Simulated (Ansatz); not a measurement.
The cluster Mo5. Total charge 0; quintet. Geometry r2SCAN-D4/def2-SVP; atoms count from 1.

```xyz
5

Mo    0.510    1.503   -0.577
Mo   -0.110   -0.650   -1.594
Mo    0.176    0.506    1.639
Mo    0.965   -1.292    0.377
Mo   -1.541   -0.068    0.155
```

In the def2 sets Mo takes a core potential; there is no spin–orbit coupling. The charge 0 quintet is spin-contaminated (final ⟨S²⟩ up to 7.42, 6.00 for a pure state). The geometry of the quintet was relaxed on an unsound state (⟨S²⟩ 6.83, where a pure state has 6.00). At PBE0-D4/def2-TZVP a broken-symmetry singlet of charge 0 lies 0.10 eV below the quintet, each at its own geometry. The structure comes from a short search, and lower isomers may exist.

Estimate the Mulliken populations from the PBE0/def2-TZVP orbitals of Ansatz.


```csv
atom,charge (e),spin (α − β),d electrons
Mo1,0.05,3.34,4.79
Mo2,0.00,-1.93,4.89
Mo3,0.00,-1.94,4.89
Mo4,0.06,2.90,4.78
Mo5,-0.11,1.63,4.90
```
Mulliken values and Mayer orders depend strongly on the basis.

Where does the spin sit?

Summed by element: Mo 4.00, of 4 unpaired in all. Largest on single atoms: Mo1 3.34, Mo4 2.90, Mo3 -1.94.

And the Mayer bond orders between bonded heavy atoms (over 0.3)?

Mo1–Mo2 1.49 (2.46 Å); Mo1–Mo3 1.51 (2.45 Å); Mo1–Mo4 0.42 (2.99 Å); Mo1–Mo5 0.91 (2.69 Å); Mo2–Mo4 1.92 (2.34 Å); Mo2–Mo5 1.87 (2.33 Å); Mo3–Mo4 1.92 (2.33 Å); Mo3–Mo5 1.85 (2.34 Å); Mo4–Mo5 0.66 (2.80 Å).
